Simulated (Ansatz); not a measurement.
Geometry optimisation, RKS B3LYP/def2-SVP (Ansatz).

The input (input.yaml):

```yaml
crystal:
  periodic: [false, false, false]
  atoms:
    - { symbol: O, position_ang: [-0.48584, 1.30863, -0.72464] }
    - { symbol: C, position_ang: [0.26911, 0.42978, 0.04457] }
    - { symbol: B, position_ang: [0.15058, -0.91269, 0.38468] }
    - { symbol: Br, position_ang: [0.18622, -2.64565, 0.94209] }
    - { symbol: H, position_ang: [-1.24912, 0.85354, -1.09023] }
    - { symbol: H, position_ang: [1.12905, 0.9664, 0.44353] }
basis:
  gaussian: { orbitals: def2-SVP }
hamiltonian:
  xc: b3lyp
relax:
  f_tol: 0.015
  max_steps: 40
output:
  orbitals: {}
```

Run as:

```bash
$ ansatz run input.yaml --threads 1 --pin off --max-ram 2048MiB --backend cpu --events-out ev --progress --plain --runs-dir out
```

**Question.** Where does it end, and by what steps?

**Answer.** The forces met the threshold. After 5 steps the energy has fallen by 0.030 eV; Br4 moved furthest, 0.03 Å.

```tsv
step	energy less start (eV)	largest force component (eV/Å)	accepted
0	0.0000	1.005	yes
1	-0.0235	0.429	yes
2	-0.0298	0.039	yes
3	-0.0298	0.045	no
4	-0.0300	0.017	yes
5	-0.0300	0.009	yes
```

```xyz
6
Properties=species:S:1:pos:R:3
O -0.494 1.306 -0.730
C 0.268 0.457 0.035
B 0.173 -0.898 0.393
Br 0.161 -2.666 0.932
H -1.254 0.828 -1.084
H 1.146 0.974 0.453
```

Whether the end is a true minimum wasn't checked by a vibrational analysis.

Time of the run: 40 s on 1 thread of Arm Neoverse N1 (shared host), peak memory 0.17 GiB.
